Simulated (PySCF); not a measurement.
C2H5S, SMILES [CH2]SC, multiplicity 2.

The structure is a stationary point at r2SCAN-D4/def2-TZVP. The isomer is the one that the SMILES or the coordinates give; other isomers of the formula were not compared.

Computed with PBE/def2-TZVPD run with PySCF.

Computed frontier levels, dipole moment and polarisability:
| Item | Value |
|---|---|
| α spin, highest occupied and lowest empty level | -3.71 and -0.54 eV |
| β spin, highest occupied and lowest empty level | -6.57 and -2.32 eV |
| dipole moment | 1.44 D |
| quadrupole, principal values (traceless, Buckingham form, about the centre of nuclear charge) | -3.51, -0.44, 3.95 D·Å |
| mean static polarisability | 51.5 bohr³ (7.64 Å³) |
| polarisability, principal values | 41.8, 49.6, 63.2 bohr³ |
| ⟨S²⟩ | 0.754 (pure state 0.75) |
